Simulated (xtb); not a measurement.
xtb input for C5H4F2O, SMILES C1(=O)C=C(F)C[C@H]1F, GFN2-xTB. 

```
$ xtb mol.xyz --gfn 2 --ohess tight --chrg 0 --uhf 0 --json
$ cat mol.xyz
12

O     -1.90220000     1.60810000     0.29670000
C     -0.93640000     0.91210000     0.13370000
C      0.43370000     1.38140000     0.13570000
C      1.20590000     0.27560000    -0.05160000
F      2.55480000     0.41840000    -0.13710000
C      0.50640000    -0.98730000    -0.19960000
C     -0.98810000    -0.64890000     0.00180000
F     -1.44500000    -1.24530000     1.11240000
H      0.68860000     2.42410000     0.21790000
H      0.83980000    -1.72050000     0.54630000
H      0.71700000    -1.43640000    -1.18250000
H     -1.55690000    -0.91360000    -0.87320000
```

Output:

```
[banner left out]
          |                Calculation Setup                |
           -------------------------------------------------



           -------------------------------------------------
          |                 G F N 2 - x T B                 |
           -------------------------------------------------

        Reference                      10.1021/acs.jctc.8b01176
      * Hamiltonian:
        H0-scaling (s, p, d)           1.850000    2.230000    2.230000
        zeta-weighting                 0.500000
      * Dispersion:
        s8                             2.700000
        a1                             0.520000
        a2                             5.000000
        s9                             5.000000
      * Repulsion:
        kExp                           1.500000    1.000000
        rExp                           1.000000
      * Coulomb:
        alpha                          2.000000
        third order                    shell-resolved
        anisotropic                    true
        a3                             3.000000
        a5                             4.000000
        cn-shift                       1.200000
        cn-exp                         4.000000
        max-rad                        5.000000


          ...................................................
          :                      SETUP                      :
          :.................................................:
          :  # basis functions                  36          :
          :  # atomic orbitals                  36          :
          :  # shells                           20          :
          :  # electrons                        44          :
          :  max. iterations                   250          :
          :  Hamiltonian                  GFN2-xTB          :
          :  restarted?                      false          :
          :  GBSA solvation                  false          :
[...]
        27                          0.0230835               0.6281
        28                          0.0730464               1.9877
        29                          0.0957406               2.6052
        30                          0.1049867               2.8568
        31                          0.1844391               5.0188
        32                          0.1911578               5.2017
        33                          0.2316972               6.3048
       ...                                ...                  ...
        36                          0.7015429              19.0900
      -------------------------------------------------------------
                  HL-Gap            0.1097938 Eh            2.9876 eV
             Fermi-level           -0.3680683 Eh          -10.0156 eV

     #   Z          covCN         q      C6AA      α(0)
     1   8 O        0.856    -0.309    19.939     5.987
     2   6 C        2.878     0.230    23.183     7.893
     3   6 C        2.920    -0.094    30.358     9.035
     4   6 C        2.832     0.190    23.945     8.019
     5   9 F        0.786    -0.175    10.980     3.914
     6   6 C        3.828    -0.088    22.160     6.698
     7   6 C        3.693     0.112    18.909     6.222
     8   9 F        0.784    -0.229    11.542     4.013
     9   1 H        0.926     0.096     1.823     2.111
    10   1 H        0.924     0.105     1.739     2.062
    11   1 H        0.924     0.085     1.927     2.171
    12   1 H        0.924     0.077     2.015     2.220

 Mol. C6AA /au·bohr⁶  :       1656.116661
 Mol. C8AA /au·bohr⁸  :      38569.371955
 Mol. α(0) /au        :         60.345572


Wiberg/Mayer (AO) data.
largest (>0.10) Wiberg bond orders for each atom

 ---------------------------------------------------------------------------
     #   Z sym  total        # sym  WBO       # sym  WBO       # sym  WBO
 ---------------------------------------------------------------------------
     1   8 O    2.125 --     2 C    1.856
     2   6 C    3.943 --     1 O    1.856     3 C    1.073     7 C    0.920
     3   6 C    3.980 --     4 C    1.724     2 C    1.073     9 H    0.959
     4   6 C    3.892 --     3 C    1.724     6 C    1.017     5 F    1.011
     5   9 F    1.172 --     4 C    1.011
     6   6 C    3.991 --     4 C    1.017     7 C    0.993    11 H    0.952
                            10 H    0.943
     7   6 C    3.907 --     6 C    0.993    12 H    0.950     8 F    0.943
                             2 C    0.920
     8   9 F    1.023 --     7 C    0.943
     9   1 H    0.991 --     3 C    0.959
    10   1 H    0.989 --     6 C    0.943
    11   1 H    0.993 --     6 C    0.952
    12   1 H    0.994 --     7 C    0.950
 ---------------------------------------------------------------------------

Topologies differ in total number of bonds
Writing topology from bond orders to xtbtopo.mol

molecular dipole:
                 x           y           z       tot (Debye)
 q only:        0.799      -0.451      -0.690
   full:        0.972      -0.549      -0.824       3.526
molecular quadrupole (traceless):
                xx          xy          yy          xz          yz          zz
 q only:       -6.585       1.663       3.320       3.877       1.564       3.264
  q+dip:       -8.901       2.234       4.877       5.612       2.718       4.023
   full:       -9.131       2.485       3.720       5.446       2.088       5.411

           -------------------------------------------------
          |                Geometry Summary                 |
           -------------------------------------------------

      molecular mass/u    :      118.0816537
   center of mass at/Å    :       -0.0625844       0.1596269       0.1724273
  moments of inertia/u·Å² :        0.1439802E+03   0.2998935E+03   0.4189832E+03
rotational constants/cm⁻¹ :        0.1170830E+00   0.5621206E-01   0.4023462E-01

 * 9 selected distances

     #   Z          #   Z                                           value/Å
     1   8 O        2   6 C                                       1.1995454
     3   6 C        4   6 C                                       1.3340225
     4   6 C        5   9 F                                       1.3268113
     6   6 C        7   6 C                                       1.5308849 (max)
     7   6 C        8   9 F                                       1.3735691
     3   6 C        9   1 H                                       1.0737060 (min)
     6   6 C       10   1 H                                       1.0929700
     6   6 C       11   1 H                                       1.0913524
     7   6 C       12   1 H                                       1.0959930

 * 4 distinct bonds (by element types)

   Z      Z             #   av. dist./Å        max./Å        min./Å
   1 H    6 C           4     1.0885054     1.0959930     1.0737060
   6 C    6 C           2     1.4324537     1.5308849     1.3340225
   6 C    8 O           1     1.1995454     1.1995454     1.1995454
   6 C    9 F           2     1.3501902     1.3735691     1.3268113

           -------------------------------------------------
          |               Frequency Printout                |
           -------------------------------------------------
 projected vibrational frequencies (cm⁻¹)
eigval :       -0.00    -0.00    -0.00    -0.00     0.00     0.00
eigval :       52.11   157.54   250.62   328.81   390.12   456.95
eigval :      512.46   545.34   598.15   691.18   815.65   833.37
eigval :      918.50   936.64  1028.79  1069.65  1102.16  1130.59
eigval :     1164.51  1185.42  1219.36  1271.45  1307.22  1422.52
eigval :     1663.87  1794.68  2930.76  2973.99  2991.78  3160.14
 reduced masses (amu)
   1: 15.66   2: 14.71   3: 15.29   4: 15.01   5: 14.93   6: 14.40   7: 12.86   8: 14.54
   9: 16.47  10: 15.76  11: 12.75  12:  9.64  13: 11.50  14: 15.29  15: 11.81  16: 11.36
  17:  9.98  18:  4.87  19:  8.56  20:  8.83  21:  8.18  22:  7.80  23:  5.98  24:  6.44
  25:  9.88  26:  6.97  27:  5.77  28:  4.98  29:  9.67  30:  2.01  31: 11.78  32: 13.41
  33:  1.76  34:  1.96  35:  1.53  36:  1.89
 IR intensities (km·mol⁻¹)
   1:  0.54   2:  0.14   3:  2.10   4:  0.84   5:  0.21   6:  0.23   7:  2.21   8: 11.69
   9:  2.54  10: 14.57  11:  8.97  12:  0.33  13:  4.83  14: 15.63  15:  5.92  16: 13.99
  17:  7.59  18: 42.59  19: 29.33  20: 20.46  21: 38.11  22: 30.72  23: 76.13  24: 19.80
  25:  5.24  26: 15.16  27: 49.00  28:  4.89  29:140.60  30: 40.30  31:441.57  32:319.05
  33: 11.66  34:  1.78  35:  3.23  36:  1.00
Molecule has no symmetry elements
It seems to be the C1 point group
 Raman intensities (Ä⁴*amu⁻¹)
   1:  0.00   2:  0.00   3:  0.00   4:  0.00   5:  0.00   6:  0.00   7:  0.00   8:  0.00
   9:  0.00  10:  0.00  11:  0.00  12:  0.00  13:  0.00  14:  0.00  15:  0.00  16:  0.00
  17:  0.00  18:  0.00  19:  0.00  20:  0.00  21:  0.00  22:  0.00  23:  0.00  24:  0.00
  25:  0.00  26:  0.00  27:  0.00  28:  0.00  29:  0.00  30:  0.00  31:  0.00  32:  0.00
  33:  0.00  34:  0.00  35:  0.00  36:  0.00
 output can be read by thermo (or use thermo option).
 writing <g98.out> molden fake output.
 recommended (thermochemical) frequency scaling factor: 1.0
           -------------------------------------------------
          |             Thermodynamic Functions             |
           -------------------------------------------------

c1  symmetry found (for desy threshold:  0.10E+00) used in thermo

          ...................................................
          :                      SETUP                      :
          :.................................................:
          :  # frequencies                          30      :
          :  # imaginary freq.                       0      :
          :  linear?                             false      :
          :  only rotor calc.                    false      :
          :  symmetry                               c1      :
          :  rotational number                       1      :
          :  scaling factor                  1.0000000      :
          :  rotor cutoff                   50.0000000 cm⁻¹ :
          :  imag. cutoff                  -20.0000000 cm⁻¹ :
          :.................................................:

    mode    ω/cm⁻¹     T·S(HO)/kcal·mol⁻¹    T·S(FR)/kcal·mol⁻¹   T·S(vib)
   ------------------------------------------------------------------------
       1     52.11    -1.41199 ( 54.11%)    -1.04400 ( 45.89%)    -1.24314
       2    157.54    -0.76896 ( 99.00%)    -0.71646 (  1.00%)    -0.76843
       3    250.62    -0.51468 ( 99.84%)    -0.57897 (  0.16%)    -0.51478
   ------------------------------------------------------------------------

   temp. (K)  partition function   enthalpy   heat capacity  entropy
                                   cal/mol     cal/K/mol   cal/K/mol   J/K/mol
 298.15  VIB   28.6                 2528.267     18.327     14.577
         ROT  0.325E+06              888.752      2.981     28.202
         INT  0.929E+07             3417.019     21.307     42.779
         TR   0.124E+28             1481.254      4.968     40.195
         TOT                        4898.2730    26.2756    82.9738   347.1622

       T/K    H(0)-H(T)+PV         H(T)/Eh          T*S/Eh         G(T)/Eh
   ------------------------------------------------------------------------
    298.15    0.780589E-02    0.873238E-01    0.394235E-01    0.479003E-01
   ------------------------------------------------------------------------

         :::::::::::::::::::::::::::::::::::::::::::::::::::::
         ::                  THERMODYNAMIC                  ::
         :::::::::::::::::::::::::::::::::::::::::::::::::::::
         :: total free energy         -26.196062112054 Eh   ::
         ::.................................................::
         :: total energy              -26.243962404013 Eh   ::
         :: zero point energy           0.079517910489 Eh   ::
         :: G(RRHO) w/o ZPVE           -0.031617618530 Eh   ::
         :: G(RRHO) contrib.            0.047900291959 Eh   ::
         :::::::::::::::::::::::::::::::::::::::::::::::::::::

optimized geometry written to: xtbopt.xyz


           -------------------------------------------------
          | TOTAL ENERGY              -26.243962404013 Eh   |
          | TOTAL ENTHALPY            -26.156638598552 Eh   |
          | TOTAL FREE ENERGY         -26.196062112054 Eh   |
          | GRADIENT NORM               0.000082054303 Eh/α |
          | HOMO-LUMO GAP               2.987640050876 eV   |
           -------------------------------------------------

------------------------------------------------------------------------
Note: The following floating-point exceptions are signalling: IEEE_UNDERFLOW_FLAG IEEE_DENORMAL
normal termination of xtb
------------------------------------------------------------------------
 total:
 SCF:
 ANC optimizer:
 analytical hessian:
```

The calculation finished and met its thresholds.

Cost: about 0.7 core-seconds (a rough figure).
